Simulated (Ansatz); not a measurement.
This geometry of F$_{2}$H$_{6}$O$_{2}$Si$_{2}$ (12 atoms, charge 0, multiplicity 1) is a first-order saddle point.

All numbers below come from RKS CAM-B3LYP/6-31G in Ansatz 0.2.0.

```xyz
12
Properties=species:S:1:pos:R:3
Si 0.213 -0.573 -1.182
O 1.343 0.923 -1.268
F 1.551 -1.586 -1.394
F -0.748 -1.779 -0.428
H -0.583 -0.289 -2.394
H 0.791 1.134 -0.128
O -0.041 0.445 0.307
Si -1.015 0.213 1.737
H 2.256 0.948 -1.580
H -0.848 1.489 2.497
H -0.490 -0.941 2.515
H -2.429 0.018 1.320
```

Question: Which two structures does it join? (They come from a converged band through this point; their orientation in space is the band's.)

Answer: Bonds broken: H6–O7. Bonds formed: O2–H6.

Initial state:

```xyz
12
Properties=species:S:1:pos:R:3
Si 0.342 -0.491 -1.230
O 1.762 0.479 -1.092
F 0.995 -1.526 -2.418
F 0.041 -1.718 -0.091
H -0.877 -0.005 -1.913
H 0.683 1.290 0.361
O -0.090 0.693 0.324
Si -1.139 0.304 1.682
H 2.526 0.269 -1.651
H -1.483 1.618 2.308
H -0.431 -0.575 2.651
H -2.328 -0.339 1.070
```

Final state:

```xyz
12
Properties=species:S:1:pos:R:3
Si 0.109 -0.611 -1.047
O 1.420 0.981 -1.362
F 1.563 -1.474 -1.119
F -0.872 -1.913 -0.539
H -0.474 -0.278 -2.361
H 1.286 1.527 -0.563
O -0.165 0.357 0.325
Si -1.112 0.171 1.754
H 2.349 0.797 -1.579
H -0.913 1.433 2.531
H -0.637 -0.998 2.554
H -2.556 0.008 1.405
```

Question: How far does it lie above each of them?

Answer: 0.44 eV above the first and 0.47 eV above the second. This is the barrier of this one path; another mechanism may lie lower. The orbitals stay closed-shell, which can raise the energy where a bond breaks towards radicals; this wasn't checked here. Limits of this set-up: no polarisation functions.

Time of the run: 11 min on 2 threads of Arm Neoverse N1, on a shared host, peak memory 0.22 GiB.
